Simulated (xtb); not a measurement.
CH11NSi4, SMILES N[SiH2][SiH]1[SiH2]C[SiH2]1. All values are semi-empirical tight-binding results from xtb (GFN2-xTB unless named), good for trends rather than for accurate numbers. Geometry: GFN2-xTB. This is a generated structure with no PubChem entry under its InChIKey; it may be hypothetical. One conformer was computed; it need not be the lowest.

A frequency run showed that this geometry is not a minimum.

| Property | Value |
|---|---|
| orbital gap | 3.45 eV |
| dipole moment | 1.73 D |
| static polarisability (D4 model) | 130.4 bohr³ |
| solvation energy, GFN2-xTB/ALPB(water) | -2.8 kcal/mol |
| solvation energy, GFN2-xTB/ALPB(acetonitrile) | -4.9 kcal/mol |
